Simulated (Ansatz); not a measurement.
Isolated molecules relaxed with PBE0-D4/def2-TZVP in Ansatz; ΔE leaves out vibrations. CCSD(T)/CBS adds triple-zeta CCSD(T) − MP2 to the extrapolated MP2 energy (def2 sets, frozen cores). Functionals use def2-TZVPP. For Ge, Mg outer-core shells are correlated without core-valence functions, which leaves a few kJ/mol of doubt a bond. Scalar relativity is left out up to krypton. Each species was taken in one conformer, which may not be the lowest.

Consider the substitution at a C–Si bond: `C[SiH](F)[GeH3]` + `C[O][Mg][OH]` → `C[O][Mg][O]C` + `F[SiH2][GeH3]`.

CCSD(T)/CBS gives +110.5 kJ/mol.

Another level gave +109.6 kJ/mol. Which?
A. r2SCAN0/def2-TZVPP
B. HF/def2-TZVPP
C. B2PLYP/def2-TZVPP
D. RPA@PBE/def2-TZVPP

A. r2SCAN0 109.6, B2PLYP 103.9, RPA@PBE/def2-TZVPP 96.0, HF/def2-TZVPP 89.0 kJ/mol.

Largest T1 diagnostic among the species: 0.012.

At CCSD(T), def2-SVP lies −28.2 kJ/mol from the extrapolated value and def2-TZVPP −3.8 kJ/mol. The D4 term adds +4.7 kJ/mol with B3LYP and +2.6 kJ/mol with PBE0; it sums over pairs of atoms, weighted by their polarisabilities, and B3LYP, whose exchange is more repulsive, gets the larger term.

B3LYP here is the variant with VWN-RPA as its local correlation; programs differ in this.
